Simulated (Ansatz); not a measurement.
Name a neutral molecule of C, In, N, S and H with LUMO energy (B3LYP/def2-TZVPP) between -1.05 and -0.75 eV and HOMO energy (ωB97M-V/def2-TZVPP) between -8.20 and -7.90 eV (Ansatz, PBE0-D4/def2-TZVP geometry).

`C[CH2][In]([SH])[N](C)C` (-0.90 eV, -8.19 eV). Other molecules can fit too; these were computed, each in one conformer that needn't be the lowest.

B3LYP here is the variant with VWN-RPA as its local correlation; programs differ in this.
